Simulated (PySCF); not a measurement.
C₆H₆F₂.
SMILES: `C=C(F)/C=C/C=C/F`

Torsions of this conformer, `[CH2:1]=[C:2]([F:3])/[CH:4]=[CH:5]/[CH:6]=[CH:7]/[F:8]`: C1–C2–C4–C5 179°, C4–C5–C6–C7 179°.

The closed-shell ground state was solved at several levels (PySCF, density fitting, gas phase, non-relativistic). The structure is a single PBE0-D3(BJ)/def2-SVP conformer in the gas phase; no vibrational or solvent corrections.

```tsv
level	basis functions	HOMO (eV)	LUMO (eV)	gap (eV)	dipole (D)
CAM-B3LYP/def2-SVPD	214	-7.63	-0.63	7.00	0.86
B3LYP/pcJ-1	276	-6.20	-1.77	4.43	0.65
B3LYP/pcSseg-1	166	-6.20	-1.78	4.42	0.63
```

Question: What might PBE0/pcSseg-1 (166 basis functions) give for the same quantities?

Answer: HOMO -6.41 eV, LUMO -1.61 eV, gap 4.80 eV, dipole 0.63 D.

Question: How far do the dipole and the HOMO energy spread over the levels?

Answer: The dipole runs from 0.63 to 0.86 D (mean 0.69 D) and the HOMO from -7.63 to -6.20 eV.
